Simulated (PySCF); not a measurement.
## Xenon: highly charged ions in a basis for the neutral atom

Xe¹⁹⁺ [Ar] 3d10 4s2 4p5, Xe²⁰⁺ [Ar] 3d10 4s2 4p4. All numbers are calculated (PySCF 2.14, scalar relativity through the core potential, in cc-pVDZ-PP with ECP28MDF (4s3p2d, 23 functions)). No spin-orbit coupling, so a gap to NIST mixes the basis error with missing relativistic terms.

Changed run: basis of the neutral atom used for a highly charged ion. This setting is unsound on purpose.

```
species  method  sound run (hartree)  changed run (hartree)  converged
  Xe¹⁹⁺     UHF              not run             -180.40355        yes
  Xe¹⁹⁺     LDA              not run             -180.39552        yes
  Xe¹⁹⁺  M06-2X              not run             -180.61555        yes
  Xe²⁰⁺     UHF              not run             -158.85836        yes
  Xe²⁰⁺     LDA              not run             -158.83211        yes
  Xe²⁰⁺  M06-2X              not run             -159.04276        yes
```

Ionisation energy of Xe¹⁹⁺:

```csv
method,changed run (eV),NIST (eV)
UHF,586.27,582 ± 4
LDA,586.77,582 ± 4
M06-2X,587.03,582 ± 4
```

The contracted functions were made for the neutral atom and can be too rigid for a highly charged ion.
